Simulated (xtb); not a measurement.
C₂H₆Se, charge +1, doublet, at a GFN2-xTB geometry (a state made from the parent by changing its charge; the spin is typed, not shown lowest); xtb with GFN2-xTB.

Input for xtb:
```
$ xtb mol.xyz --gfn 2 --chrg 1 --uhf 1 --hess --json

# file mol.xyz
9

C      1.43646973    -0.33192309     0.77233591
Se     0.01776368     0.16430934    -0.42584659
C     -1.49741081    -0.23176581     0.68859745
H      1.39335021    -1.40350688     0.97191605
H      2.39274490    -0.08971693     0.31358720
H      1.33371012     0.20249750     1.71688143
H     -1.44849712    -1.26424698     1.03489391
H     -2.41075515    -0.07687321     0.11817061
H     -1.49887155     0.42746234     1.55773464
```

Q: Predict the main parts of the log of this xtb run.

A: 
```
   ID    Z sym.   atoms
    1    6 C      1, 3
    2   34 Se     2
    3    1 H      4-9

           -------------------------------------------------
          |                Calculation Setup                |
           -------------------------------------------------

           -------------------------------------------------
          |                 G F N 2 - x T B                 |
           -------------------------------------------------

          ...................................................
          :                      SETUP                      :
          :.................................................:
          :  # basis functions                  24          :
          :  # atomic orbitals                  23          :
          :  # shells                           13          :
          :  # electrons                        19          :
          :  max. iterations                   250          :
          :  Hamiltonian                  GFN2-xTB          :
          :  restarted?                      false          :
          :  GBSA solvation                  false          :
          :  PC potential                    false          :
          :  electronic temp.          300.0000000     K    :
          :  accuracy                    1.0000000          :
          :  -> integral cutoff          0.2500000E+02      :
          :  -> integral neglect         0.1000000E-07      :
          :  -> SCF convergence          0.1000000E-05 Eh   :
          :  -> wf. convergence          0.1000000E-03 e    :
          :  Broyden damping             0.4000000          :
          :  net charge                          1          :
          :  unpaired electrons                  1          :
          ...................................................

 iter      E             dE          RMSdq      gap      omega  full diag
   1    -10.1202610 -0.101203E+02  0.415E+00    4.82       0.0  T
   2    -10.1360827 -0.158217E-01  0.290E+00    5.18       1.0  T
   3    -10.1376807 -0.159808E-02  0.121E+00    5.25       1.0  T
   4    -10.1377465 -0.657237E-04  0.278E-01    5.31       1.0  T
   5    -10.1378017 -0.552678E-04  0.824E-02    5.28       1.0  T
   6    -10.1378095 -0.775431E-05  0.456E-02    5.30       1.0  T
   7    -10.1378141 -0.465592E-05  0.538E-03    5.29       6.2  T
   8    -10.1378142 -0.467535E-07  0.115E-03    5.29      29.0  T
   9    -10.1378142 -0.164450E-08  0.612E-04    5.29      54.5  T
  10    -10.1378142 -0.497529E-09  0.143E-04    5.29     232.7  T

   *** convergence criteria satisfied after 10 iterations ***

         :::::::::::::::::::::::::::::::::::::::::::::::::::::
         ::                     SUMMARY                     ::
         :::::::::::::::::::::::::::::::::::::::::::::::::::::
         :: total energy             -10.024049235573 Eh    ::
         :: gradient norm              0.000038677473 Eh/a0 ::
         :: HOMO-LUMO gap              5.292282398757 eV    ::
         ::.................................................::
         :: SCC energy               -10.137813362765 Eh    ::
         :: -> isotropic ES            0.101159948158 Eh    ::
         :: -> anisotropic ES         -0.008815522221 Eh    ::
         :: -> anisotropic XC          0.008159108754 Eh    ::
         :: -> dispersion             -0.003339047635 Eh    ::
         :: repulsion energy           0.113764127191 Eh    ::
         :: add. restraining           0.000000000000 Eh    ::
         :: total charge               1.000000000000 e     ::
         :::::::::::::::::::::::::::::::::::::::::::::::::::::

           -------------------------------------------------
          |                Numerical Hessian                |
           -------------------------------------------------
step length          :   0.00500
SCC accuracy         :   0.30000
Hessian scale factor :   1.00000
frozen atoms in %    :   0.00000    0
RMS gradient         :   0.00004
[...]
  25: 16.04  26: 18.14  27:  1.71
 Raman intensities (Ä⁴*amu⁻¹)
   1:  0.00   2:  0.00   3:  0.00   4:  0.00   5:  0.00   6:  0.00   7:  0.00   8:  0.00
   9:  0.00  10:  0.00  11:  0.00  12:  0.00  13:  0.00  14:  0.00  15:  0.00  16:  0.00
  17:  0.00  18:  0.00  19:  0.00  20:  0.00  21:  0.00  22:  0.00  23:  0.00  24:  0.00
  25:  0.00  26:  0.00  27:  0.00
 output can be read by thermo (or use thermo option).
 writing <g98.out> molden fake output.
 recommended (thermochemical) frequency scaling factor: 1.0
           -------------------------------------------------
          |             Thermodynamic Functions             |
           -------------------------------------------------

c2  symmetry found (for desy threshold:  0.10E+00) used in thermo

          ...................................................
          :                      SETUP                      :
          :.................................................:
          :  # frequencies                          21      :
          :  # imaginary freq.                       0      :
          :  linear?                             false      :
          :  only rotor calc.                    false      :
          :  symmetry                               c2      :
          :  rotational number                       2      :
          :  scaling factor                  1.0000000      :
          :  rotor cutoff                   50.0000000 cm⁻¹ :
          :  imag. cutoff                  -20.0000000 cm⁻¹ :
          :.................................................:

    mode    ω/cm⁻¹     T·S(HO)/kcal·mol⁻¹    T·S(FR)/kcal·mol⁻¹   T·S(vib)
   ------------------------------------------------------------------------
       1     45.46    -1.49248 ( 40.59%)    -1.08331 ( 59.41%)    -1.24939
       2     98.50    -1.03871 ( 93.77%)    -0.85503 (  6.23%)    -1.02727
       3    212.46    -0.60300 ( 99.69%)    -0.62766 (  0.31%)    -0.60308
   ------------------------------------------------------------------------

   temp. (K)  partition function   enthalpy   heat capacity  entropy
                                   cal/mol     cal/K/mol   cal/K/mol   J/K/mol
 298.15  VIB   25.5                 1744.402     10.310     11.436
         ROT  0.223E+05              888.752      2.981     22.877
         INT  0.569E+06             2633.154     13.291     34.313
         TR   0.110E+28             1481.254      4.968     39.958
         TOT                        4114.4080    18.2589    74.2709   310.7496

       T/K    H(0)-H(T)+PV         H(T)/Eh          T*S/Eh         G(T)/Eh
   ------------------------------------------------------------------------
    298.15    0.655673E-02    0.771099E-01    0.352885E-01    0.418214E-01
   ------------------------------------------------------------------------

         :::::::::::::::::::::::::::::::::::::::::::::::::::::
         ::                  THERMODYNAMIC                  ::
         :::::::::::::::::::::::::::::::::::::::::::::::::::::
         :: total free energy          -9.982227859109 Eh   ::
         ::.................................................::
         :: total energy              -10.024049235578 Eh   ::
         :: zero point energy           0.070553172938 Eh   ::
         :: G(RRHO) w/o ZPVE           -0.028731796469 Eh   ::
         :: G(RRHO) contrib.            0.041821376470 Eh   ::
         :::::::::::::::::::::::::::::::::::::::::::::::::::::

           -------------------------------------------------
          | TOTAL ENERGY              -10.024049235578 Eh   |
          | TOTAL ENTHALPY             -9.946939336200 Eh   |
          | TOTAL FREE ENERGY          -9.982227859109 Eh   |
          | GRADIENT NORM               0.000038594170 Eh/α |
          | HOMO-LUMO GAP               5.292282505763 eV   |
           -------------------------------------------------

normal termination of xtb
```
